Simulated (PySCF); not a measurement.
Compound: C8H13P.
Atom-mapped SMILES: `[CH3:1][CH:2]([CH3:3])[P:4]1[CH:5]=[CH:6][CH2:7][CH:8]=[CH:9]1` (hydrogens: H10, H11, H12 on C1; H13 on C2; H14, H15, H16 on C3; H17 on C5; H18 on C6; H19, H20 on C7; H21 on C8; H22 on C9)

Structure used (PBE0-D3(BJ)/def2-SVP), in Å, numbered top down from 1:
```xyz
22
C8H13P angstrom
C     -2.6929   -1.1098    0.2944
C     -1.7561   -0.1317   -0.4069
C     -1.5012    1.1197    0.4171
P     -0.1978   -1.0407   -0.9496
C      0.7192   -1.1769    0.6128
C      1.9196   -0.6335    0.8522
C      2.6900    0.2507   -0.0784
C      1.9513    0.7376   -1.2861
C      0.7531    0.3092   -1.7036
H     -3.6639   -0.6342    0.5078
H     -2.8792   -2.0061   -0.3166
H     -2.2755   -1.4408    1.2595
H     -2.2177    0.1560   -1.3700
H     -2.4456    1.6486    0.6289
H     -0.8261    1.8172   -0.1005
H     -1.0333    0.8658    1.3818
H      0.2740   -1.8213    1.3790
H      2.4104   -0.8476    1.8095
H      3.6116   -0.2747   -0.4019
H      3.0727    1.1219    0.4861
H      2.4638    1.5120   -1.8697
H      0.3254    0.7436   -2.6146
```

Method used: PBE0-D3(BJ)/def2-SVP geometry optimisation, gas phase in PySCF 2.14.0.

Take the most abundant isotopes and a rigid rotor. The values belong to one conformer with, in the numbering `[CH3:1][CH:2]([CH3:3])[P:4]1[CH:5]=[CH:6][CH2:7][CH:8]=[CH:9]1`, C1–C2–P4–C5 -77°, C2–P4–C5–C6 -118°, C5–C6–C7–C8 10°, C6–C7–C8–C9 -10°, C2–P4–C9–C8 119°.

**Question.** What are A, B and C (cm⁻¹)?

**Answer.** Ia = 205.74, Ib = 508.32, Ic = 542.94 u·Å²; 505379 MHz·u·Å²/I gives 2456, 994.2 and 930.8 MHz, that is A = 0.08194, B = 0.03316, C = 0.03105 cm⁻¹.

**Question.** Classify the top.

**Answer.** A near-prolate asymmetric top. Ray's parameter κ = (2B − A − C)/(A − C) = -0.917; −1 is the prolate and +1 the oblate limit.

**Question.** What does the inertial defect say?

**Answer.** Not planar: Δ = Ic − Ia − Ib = -171.12 u·Å². For a rigid frame Δ = −2 Σ m c², so Σ m c² = 85.56 u·Å² lies off the ab plane: 17.36 from hydrogen and 68.19 from heavier atoms. The atom farthest from that plane is 2.22 Å away.

**Question.** Where do the levels up to J = 2 lie, in K?

**Answer.** Above 0(0,0), as E/k:
J = 1: 1(0,1) 0.092, 1(1,1) 0.163, 1(1,0) 0.166
J = 2: 2(0,2) 0.277, 2(1,2) 0.344, 2(1,1) 0.353, 2(2,1) 0.564, 2(2,0) 0.564

**Question.** Which lines would a microwave search look for?

**Answer.** The dipole components are |μa| = 0.53 D, |μb| = 0.08 D, |μc| = 1.35 D. The squared components, which scale the intensities, stand as 0.15 : 0.00 : 1.00 (a : b : c). Some lines, for components of 0.1 D or more:

```csv
type,branch,"J(Ka,Kc)",MHz,lower level (cm⁻¹)
c,Q,"2(1,2) ← 2(0,2)",1401,0.193
c,R,"2(1,1) ← 1(0,1)",5439,0.064
a,R,"3(1,3) ← 2(1,2)",5679,0.239
a,R,"3(0,3) ← 2(0,2)",5767,0.193
c,Q,"3(3,1) ← 3(2,1)",7461,0.585
a,R,"4(1,4) ← 3(1,3)",7569,0.429
a,R,"4(2,3) ← 3(2,2)",7699,0.585
a,R,"4(3,1) ← 3(3,0)",7704,0.834
c,R,"4(2,2) ← 3(1,2)",12022,0.441
c,R,"4(2,3) ← 3(1,3)",12372,0.429
c,R,"4(3,1) ← 3(2,1)",15165,0.585
```

**Question.** Estimate the classical rotational partition function at 10 K, 100 K and 500 K.

**Answer.** Point group C1, symmetry number σ = 1; q = (√π/σ)·√((kT/h)³/(ABC)), k/h = 20836.6 MHz/K: 3540 at 10 K, 112000 at 100 K, 1250000 at 500 K.

Whether it is a minimum is left open (no frequencies). No vibrational averaging or centrifugal distortion is included, and the geometry carries the error of its method. A rigid rotor knows nothing of internal rotation, which can split or shift real lines.
